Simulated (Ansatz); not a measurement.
System: C₄H₄N (charge -1, singlet). It need not be the lowest isomer of its formula. Whether it binds its extra electron was not tested at this geometry. SMILES: N#C/C=C\[CH2-]
Structure (B3LYP-D3(BJ)/def2-TZVP (Ansatz, a program for electronic structure) minimum search):
```xyz
9

C     -1.8925    -0.2490     0.1583
C     -0.7750    -1.0286     0.1930
C      0.5969    -0.6980     0.0575
C      1.0710     0.5926    -0.1520
N      1.4741     1.6774    -0.3284
H     -1.8361     0.8227     0.0064
H     -2.8755    -0.6857     0.2830
H     -0.9470    -2.0950     0.3517
H      1.3367    -1.4857     0.1180
```
Charge -1, spin multiplicity 1.

Problem. Give the harmonic wavenumbers at B3LYP-D3(BJ)/def2-TZVP (Ansatz, finite differences of forces, unscaled).

Solution. 153, 233, 421, 430, 561, 597, 676, 691, 940, 969, 1042, 1160, 1304, 1406, 1458, 1603, 2195, 3059, 3122, 3160, 3196 cm⁻¹. Zero-point energy 40.6 kcal/mol.

Problem. From these and the geometry, give the ideal-gas thermochemistry at 298.15 K and 1 atm (rigid rotor, harmonic oscillator).

Solution. Point group Cs, rotational symmetry number 1. Rotational constants 14.39, 3.344, 2.714 GHz. S(trans) 38.48, S(rot) 25.31, S(vib) 8.29, S(elec, spin only) 0.00, S 72.1 cal/(mol K). H(298) - H(0) 3.92 kcal/mol; G - E(el) 23.0 kcal/mol.
